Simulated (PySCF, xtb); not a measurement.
Al(SiH3)3 (AlH9Si3), SMILES [SiH3][Al]([SiH3])[SiH3].

GFN2-xTB in xtb 6.7.1 at its own geometry gives an orbital gap of 2.72 eV and a dipole moment of 0.04 D.

Geometry optimised at PBE-D3(BJ)/def2-SVP. The structure was generated by enumeration; whether it is a known compound was not checked.

Problem. What does PBE/def2-TZVP (PySCF) give? (Estimate from the structure and the level; the computed values follow.)

Solution. gap 2.96 eV (levels -6.33 and -3.37 eV), dipole 0.02 D.
